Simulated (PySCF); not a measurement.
Isomers of C7H15NOSi, one conformer each; single-point electronic energies without zero-point terms and without any empirical dispersion term.

Computed with PySCF at PBE0/pcSseg-1, non-relativistic, each on one gas-phase PBE0-D3(BJ)/def2-SVP geometry that isn't relaxed in the solvent. The solvent is an IEF-PCM continuum (cavity from Bondi-type radii × 1.2). Only the electrostatic response of the medium enters.

```csv
isomer,"relative energy, gas (kcal/mol)",dipole (D)
`C1CCN([Si@@H]2CCCO2)C1`,0.0,1.78
`C1CC(CC1)[SiH2]NC(C)=O`,1.5,4.19
`C=CC[C@@H]1CO[Si@H](NC)C1`,12.2,1.48
`C=CC[C@@H]1CO[Si@@H](NC)C1`,12.6,1.75
`C1CO[Si@@](N(C)C)(C1)C=C`,14.5,1.39
`O[SiH2]N1CC[C@H](C2CC2)C1`,17.7,2.43
`C=CO[SiH2]N1CCC[C@H]1C`,18.9,1.52
`C=C[C@H](C(=C)C)N(C)[SiH2]O`,35.4,1.76
```

Q: How do the relative energies look in tetrahydrofuran (ε = 7.426)?

A: 
```
                       isomer  relative energy, solvent (kcal/mol)  E(solvent) − E(gas) (kcal/mol)  dipole in solvent (D)
     `C1CCN([Si@@H]2CCCO2)C1`                                  2.2                            -2.7                   2.27
     `C1CC(CC1)[SiH2]NC(C)=O`                                  0.0                            -6.4                   5.40
  `C=CC[C@@H]1CO[Si@H](NC)C1`                                 12.5                            -4.7                   1.82
 `C=CC[C@@H]1CO[Si@@H](NC)C1`                                 12.9                            -4.6                   2.24
   `C1CO[Si@@](N(C)C)(C1)C=C`                                 16.0                            -3.4                   1.87
  `O[SiH2]N1CC[C@H](C2CC2)C1`                                 18.3                            -4.3                   2.87
     `C=CO[SiH2]N1CCC[C@H]1C`                                 21.1                            -2.7                   1.75
`C=C[C@H](C(=C)C)N(C)[SiH2]O`                                 35.5                            -4.9                   2.05
```

`C1CC(CC1)[SiH2]NC(C)=O` becomes the lowest. Conformers: `[CH2:1]1[CH2:2][CH2:3][N:4]([Si@@H:5]2[CH2:6][CH2:7][CH2:8][O:9]2)[CH2:10]1` with C3–N4–Si5–C6 -58°, C10–C1–C2–C3 1°, C1–C2–C3–N4 22°, C2–C3–N4–Si5 155°, N4–Si5–C6–C7 -87°; `[CH3:1][C:2](=[O:3])[NH:4][SiH2:5][CH:6]1[CH2:7][CH2:8][CH2:9][CH2:10]1` with C1–C2–N4–Si5 -179°, C2–N4–Si5–C6 177°, N4–Si5–C6–C7 -54°, Si5–C6–C7–C8 -140°, C6–C7–C8–C9 37°, C7–C8–C9–C10 -42°, C8–C9–C10–C6 31°; `[CH2:1]=[CH:2][CH2:3][C@@H:4]1[CH2:5][O:6][Si@H:7]([NH:8][CH3:9])[CH2:10]1` with C1–C2–C3–C4 -119°, C2–C3–C4–C5 -174°, O6–Si7–N8–C9 88°, C3–C4–C5–O6 -167°, C4–C5–O6–Si7 28°, C5–O6–Si7–N8 113°, O6–Si7–C10–C4 -17°; `[CH2:1]=[CH:2][CH2:3][C@@H:4]1[CH2:5][O:6][Si@@H:7]([NH:8][CH3:9])[CH2:10]1` with C1–C2–C3–C4 120°, C2–C3–C4–C5 -61°, O6–Si7–N8–C9 -89°, C3–C4–C5–O6 -166°, C4–C5–O6–Si7 24°, C5–O6–Si7–N8 -121°, O6–Si7–C10–C4 -20°; `[CH2:1]=[CH:2][Si@:3]1([N:4]([CH3:5])[CH3:6])[CH2:7][CH2:8][CH2:9][O:10]1` with C1–C2–Si3–N4 116°, C2–Si3–N4–C5 -72°, C2–Si3–C7–C8 -101°, Si3–C7–C8–C9 -32°, C7–C8–C9–O10 43°, C8–C9–O10–Si3 -31°; `[OH:1][SiH2:2][N:3]1[CH2:4][CH2:5][C@H:6]([CH:7]2[CH2:8][CH2:9]2)[CH2:10]1` with H–O1–Si2–N3 56°, O1–Si2–N3–C4 -124°, C5–C6–C7–C8 159°, Si2–N3–C4–C5 141°, N3–C4–C5–C6 38°, C4–C5–C6–C7 97°, C6–C7–C8–C9 -110°; `[CH2:1]=[CH:2][O:3][SiH2:4][N:5]1[CH2:6][CH2:7][CH2:8][C@H:9]1[CH3:10]` with C1–C2–O3–Si4 -5°, C2–O3–Si4–N5 -175°, O3–Si4–N5–C6 67°, Si4–N5–C6–C7 -139°, N5–C6–C7–C8 -36°, C6–C7–C8–C9 39°, C7–C8–C9–C10 -151°; `[CH2:1]=[CH:2][C@H:3]([C:4](=[CH2:5])[CH3:6])[N:7]([CH3:8])[SiH2:9][OH:10]` with C1–C2–C3–C4 -113°, C2–C3–C4–C5 3°, C2–C3–N7–C8 68°, C3–N7–Si9–O10 -138°, N7–Si9–O10–H 53°. `C1CC(CC1)[SiH2]NC(C)=O` gains most from the continuum, and it has the largest gas-phase dipole. The gains span 3.7 kcal/mol, the gas-phase energies 35.4 kcal/mol.
